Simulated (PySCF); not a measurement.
A database entry of computed molecular properties. Lists by class give the value and the number of equivalent atoms.

```json
{
 "formula": "C5H12Si2",
 "smiles": "C=CC[SiH2]/C=C\\[SiH3]",
 "inchi": "InChI=1S/C5H12Si2/c1-2-4-7-5-3-6/h2-3,5H,1,4,7H2,6H3/b5-3-",
 "charge": 0,
 "multiplicity": 1,
 "geometry_level": "GFN2-xTB",
 "atoms_angstrom": [
  ["C", -3.08, 0.881, 0.601],
  ["C", -2.616, -0.345, 0.427],
  ["C", -1.718, -0.762, -0.68],
  ["Si", 0.067, -1.076, -0.06],
  ["C", 0.678, 0.531, 0.702],
  ["C", 1.923, 1.006, 0.714],
  ["Si", 3.456, 0.216, -0.037],
  ["H", -3.715, 1.14, 1.431],
  ["H", -2.848, 1.676, -0.089],
  ["H", -2.867, -1.123, 1.137],
  ["H", -1.705, 0.004, -1.457],
  ["H", -2.095, -1.681, -1.13],
  ["H", 0.043, -2.134, 0.962],
  ["H", 0.878, -1.505, -1.205],
  ["H", -0.098, 1.123, 1.184],
  ["H", 2.093, 1.963, 1.202],
  ["H", 3.548, 0.576, -1.456],
  ["H", 4.624, 0.757, 0.667],
  ["H", 3.423, -1.239, 0.111]
 ],
 "electronic_structure_code": "PySCF",
 "results": {
  "GFN2-xTB geometry": {
   "point_group": "C1",
   "rotational_constants_GHz": [4.163, 0.708, 0.635]
  },
  "B3LYP/def2-SVPD ground state and vertical TDDFT (core frozen in the response)": {
   "dipole_D": 0.48,
   "homo_eV": -6.95,
   "lumo_eV": -1.17,
   "S1_eV": 5.03,
   "strongest_line_of_8_singlets_eV": 6.23,
   "T1_tda_eV": 4.04,
   "polarisability_au": 117.7,
   "r2_bohr2_about_centre_of_nuclear_charge": 1817.9,
   "singlets_eV_and_f": [
    [5.03, 0.041],
    [5.72, 0.018],
    [6.23, 0.31],
    [6.41, 0.063],
    [6.6, 0.088],
    [6.78, 0.088],
    [6.91, 0.015],
    [6.98, 0.054]
   ],
   "triplets_tda_eV": [4.04, 4.3, 4.94]
  },
  "PBE0/pcSseg-1 ground state and GIAO shieldings, non-relativistic": {
   "shift_vs_computed_TMS_C_by_class_ppm": [
    [155.8, 1],
    [150.7, 1],
    [144.0, 1],
    [120.7, 1],
    [23.2, 1]
   ],
   "shift_vs_computed_TMS_H_by_class_ppm": [
    [7.48, 1],
    [7.21, 1],
    [6.2, 1],
    [5.37, 1],
    [5.32, 1],
    [4.42, 2],
    [4.17, 3],
    [1.89, 2]
   ],
   "shielding_other_nuclei_by_class_ppm": [
    ["Si", 409.5, 1],
    ["Si", 432.7, 1]
   ],
   "charges_hirshfeld_e_by_atom": [-0.11, -0.04, -0.15, 0.34, -0.13, -0.13, 0.31, 0.04, 0.04, 0.05, 0.04, 0.05, -0.08, -0.08, 0.04, 0.04, -0.08, -0.08, -0.07]
  }
 }
}
```

In wavenumbers S1 is 40600 cm⁻¹ (1 eV = 8065.54 cm⁻¹). The vertical singlet–triplet gap S1 − T1 is 0.99 eV (TDDFT singlet less Tamm–Dancoff triplet; S1: HOMO→LUMO, weight 0.95; T1: HOMO−1→LUMO, weight 0.80). The dipole matches unit charges of opposite sign 0.10 Å apart (1 e·Å = 4.8032 D). The principal polarisabilities are 91.0, 112.9 and 149.1 au; their mean is the isotropic value.

Geometry: GFN2-xTB, one conformer, isolated molecule. NMR classes are plain means over equivalent atoms (diastereotopic ones count apart unless rotation or inversion swaps them), as if these changed places fast; in this geometry the members of some classes differ.

For the NMR shielding job (PBE0/pcSseg-1), hardware: Arm Neoverse N1, one thread, no GPU, shared host. Cost: 45 s of wall time.

Shape of the structure used: `[CH2:1]=[CH:2][CH2:3][SiH2:4]/[CH:5]=[CH:6]\[SiH3:7]`: C1–C2–C3–Si4 107°, C2–C3–Si4–C5 -59°, C3–Si4–C5–C6 -147°.
